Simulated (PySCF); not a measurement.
**Simulated characterisation data**

Theoretical values (PySCF 2.14): coordinates at the GFN2-xTB level, PBE0/pcSseg-1 with gauge-including orbitals. A single conformation, equivalent nuclei averaged, isolated molecule, no relativistic terms.

Referencing at the same level of theory: 1H (σref 31.72), 13C (σref 186.93) vs TMS. Splittings of carbon signals by F and P are missing where no couplings were computed. Where no couplings were computed, multiplicities follow the n + 1 count of equivalent neighbours, and m marks all less simple cases (inequivalent or close neighbours, rings, F or P nearby). Shifts are as computed. Against solution values, carbons near 30 ppm lie about +3 ppm off and those near 130 ppm about +5 ppm. Of 1211 compounds with measured shifts, 218 miss one by over three times the rms of a fit or turn the order of signals round; such compounds aren't used in these exercises.

**1.** `C1CN=C[C@H](OC)C1`, C6H11NO. 1H NMR (500 MHz, computed): δ 7.84 (d, 1H), 4.16 (m, 1H), 3.73 (m, 1H), 3.57 (s, 3H), 3.52 (m, 1H), 2.24 (m, 1H), 1.61 (m, 1H), 1.52 (m, 1H), 1.19 (m, 1H). 13C{1H} NMR (computed): δ 168.3, 79.2, 58.5, 53.2, 27.0, 24.0.

**2.** SMILES Cc1cc(C=O)nnn1, C5H5N3O. 1H NMR (500 MHz, computed): δ 10.69 (s, 1H), 7.78 (s, 1H), 3.12 (s, 3H). 13C{1H} NMR (computed): δ 202.7 (CH), 165.4 (C), 151.5 (C), 119.0 (CH), 24.8 (CH3).

**3.** `Cc1cpcc(C)c1C#N`, C8H8NP. 1H NMR (500 MHz, computed): δ 8.98 (m, 2H), 2.85 (s, 6H). 13C{1H} NMR (computed): δ 161.7 (CH), 153.5 (C), 123.4 (C), 117.8 (C), 28.7 (CH3).
